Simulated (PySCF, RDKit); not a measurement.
Torsion H4–C1–O2–Si3 in CH6OSi (SMILES CO[SiH3]); at each angle all else is relaxed with GFN2-xTB, and the levels are single points there.
Geometry at 60° (charge 0, multiplicity 1):
| atom | x (Å) | y (Å) | z (Å) |
|---|---|---|---|
| C | 1.3161 | -0.0591 | 0.1279 |
| O | 0.4758 | -0.0964 | -0.9820 |
| Si | -0.8217 | -1.0279 | -1.2561 |
| H | 1.7946 | -1.0287 | 0.2899 |
| H | 2.0856 | 0.6926 | -0.0544 |
| H | 0.7608 | 0.2094 | 1.0305 |
| H | -0.4710 | -2.4522 | -1.2331 |
| H | -1.1787 | -0.5333 | -2.5738 |
| H | -1.8589 | -0.8113 | -0.2414 |

On the grid 0° to 120°, 120° is the highest and 60° the lowest point at MP2/CBS(cc-pV(T+d)Z, cc-pV(Q+d)Z) + ΔCCSD(T)/cc-pV(T+d)Z.

Rows in 6-31G* carry no dispersion term and start afresh at each structure (6-31G* with six Cartesian d functions).

The values were computed with PySCF for 6-31G* rows; RDKit for the force fields. 

**Question.** One of these levels gives 29.5 meV for the energy at 120° less that at 60°. Which?
A) HF/6-31G*
B) UFF
C) MMFF94

**Answer.** A, HF/6-31G*. The others give 69.0 (MMFF94), 115.6 (UFF)
